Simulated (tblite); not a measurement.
Isomers of C11H7FO. Method: GFN2-xTB as coded in tblite; computed harmonic values from a numerical Hessian at the method's own geometry, unscaled. The method is semi-empirical: single wavenumbers can be off by several per cent or more. One conformer each.

Electronic energies: GFN2-xTB at the same geometries; isomer energies are rough at this level and their order can be wrong.

| SMILES | electronic energy, lowest = 0 (kJ/mol) |
| --- | --- |
| O=Cc1cc(F)c2cccccc1-2 | 185.5 |
| O=C(F)c1ccc2ccccc2c1 | 0.0 |
| O=C(F)c1cccc2ccccc12 | 5.7 |

Problem. How do GFN2-xTB zero-point energies change the relative energies?

Solution. 
```tsv
SMILES	ZPE (kJ/mol)	of it from modes above 1550 cm⁻¹	electronic (kJ/mol)	with ZPE, lowest = 0 (kJ/mol)	lowest mode (cm⁻¹)	rings
O=C(F)c1ccc2ccccc2c1	378.4	168.7	0.0	0.0	51	2
O=C(F)c1cccc2ccccc12	378.8	168.9	5.7	6.1	15	2
O=Cc1cc(F)c2cccccc1-2	372.7	155.9	185.5	179.8	72	2
```

The zero-point energies span 6.1 kJ/mol, from `O=Cc1cc(F)c2cccccc1-2` to `O=C(F)c1cccc2ccccc12`. The order is unchanged.
